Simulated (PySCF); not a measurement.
Job file and geometry (Å, from GFN2-xTB) of an NMR shielding run on SMILES N(B)[BH2-]C(F)(F)C(F)(F)F, [C₂H₅B₂F₅N]-, GIAO PBE0/pcSseg-1 NMR shielding, non-relativistic, gas phase (PySCF); density fitting, a coarse starting grid and PySCF grid level 2 are the driver's defaults:

```
$ OMP_NUM_THREADS=1 python probes_run.py task.json out

{"job": {"kind": "nmr", "xc": "PBE0", "basis": "pcSseg-1"}, "charge": -1, "multiplicity": 1}
B      2.814877    -0.030006    -0.190370
N      1.576637    -0.545198     0.072621
B      0.318629     0.089426     0.659277
C     -0.908924    -0.121669    -0.460249
F     -1.103638    -1.441258    -0.838540
F     -0.718551     0.526372    -1.664954
C     -2.270679     0.353562     0.039764
F     -2.277321     1.650458     0.379235
F     -2.693922    -0.322922     1.118649
F     -3.274396     0.223975    -0.867630
H      3.667167    -0.719946    -0.656604
H      3.059639     1.097374     0.057893
H      1.418935    -1.518382    -0.151991
H      0.435404     1.264059     0.832541
H     -0.048272    -0.497854     1.648447
```

**Question.** Write the output of this run.

**Answer.** 
```
coarse grid: 13936 points
cycle   1  E = -681.9324834929  dE =  1.238e+00  |g| = 1.150e+00  |ddm| = 3.254e+00
cycle   2  E = -681.6695502249  dE =  2.629e-01  |g| = 1.760e+00  |ddm| = 1.714e+00
cycle   3  E = -682.1735705509  dE = -5.040e-01  |g| = 1.089e-01  |ddm| = 9.969e-01
cycle   4  E = -682.1760792555  dE = -2.509e-03  |g| = 5.106e-02  |ddm| = 1.323e-01
cycle   5  E = -682.1765841485  dE = -5.049e-04  |g| = 1.981e-02  |ddm| = 4.009e-02
cycle   6  E = -682.1766617834  dE = -7.763e-05  |g| = 3.783e-03  |ddm| = 1.621e-02
cycle   7  E = -682.1766648186  dE = -3.035e-06  |g| = 1.057e-03  |ddm| = 3.693e-03
final grid: 140704 points
cycle   8  E = -682.2640148237  dE = -7.132e-05  |g| = 1.016e-02  |ddm| = 3.175e-02
cycle   9  E = -682.2639902128  dE =  2.461e-05  |g| = 1.572e-02  |ddm| = 1.819e-02
cycle  10  E = -682.2640357958  dE = -4.558e-05  |g| = 1.097e-03  |ddm| = 9.881e-03
cycle  11  E = -682.2640360805  dE = -2.847e-07  |g| = 4.527e-04  |ddm| = 1.154e-03
cycle  12  E = -682.2640361180  dE = -3.759e-08  |g| = 1.577e-04  |ddm| = 3.431e-04
cycle  13  E = -682.2640361229  dE = -4.861e-09  |g| = 2.222e-05  |ddm| = 1.369e-04
cycle  14  E = -682.2640361230  dE = -9.550e-11  |g| = 6.499e-06  |ddm| = 2.159e-05
converged SCF energy = -682.2640361230

GIAO shielding tensors (ppm)
atom      isotropic    diamagn.    paramagn.     s11        s22        s33       span
  0 B       68.062     193.511    -125.448     23.830     64.618    115.739     91.909
  1 N      101.908     318.304    -216.396    -49.595    110.527    244.793    294.389
  2 B      121.581     185.389     -63.807    113.656    116.259    134.829     21.174
  3 C       48.186     242.359    -194.173      9.384     60.523     74.650     65.266
  4 F      330.728     475.022    -144.294    187.690    357.581    446.914    259.224
  5 F      327.247     475.023    -147.776    186.944    352.138    442.660    255.716
  6 C       52.125     244.148    -192.022     44.672     52.276     59.428     14.757
  7 F      265.744     473.454    -207.710    184.477    267.195    345.560    161.083
  8 F      263.267     472.802    -209.535    180.414    264.586    344.801    164.387
  9 F      274.090     470.102    -196.013    187.673    268.079    366.517    178.844
 10 H       27.245      29.858      -2.613     24.996     27.055     29.685      4.689
 11 H       27.180      31.494      -4.314     24.966     27.021     29.554      4.588
 12 H       26.477      31.394      -4.917     22.041     27.469     29.923      7.882
 13 H       29.476      31.227      -1.751     26.351     30.152     31.926      5.575
 14 H       29.364      30.600      -1.235     25.687     30.491     31.914      6.228
```

Size and cost of the density-fitted run: 195 basis functions, 55 s wall time on 1 thread of an Arm Neoverse N1, shared host; peak memory 0.88 GiB.
